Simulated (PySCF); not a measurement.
CH4NO, SMILES NC=[OH+], charge +1.

Geometry optimised at B3LYP-D3(BJ)/def2-TZVP. The isomer is the one that the SMILES or the coordinates give; other isomers of the formula were not compared. Other conformers were not sampled.

Calculation: PBE0/def2-TZVPD in PySCF.

Isolated molecule, no solvent.

Problem. Estimate the frontier levels, gap, dipole moment and polarisability. (The exact figures need the calculation; the answer reports its results.)

Solution. 
The highest occupied level is -16.08 eV, the lowest empty level comes out as -7.19 eV and the orbital gap is 8.88 eV. The dipole moment about the centre of nuclear charge comes out as 0.558 e·Å, the mean static polarisability comes out as 22.3 bohr³ (3.31 Å³) and the polarisability, principal values comes out as 15.3, 22.2, 29.4 bohr³.
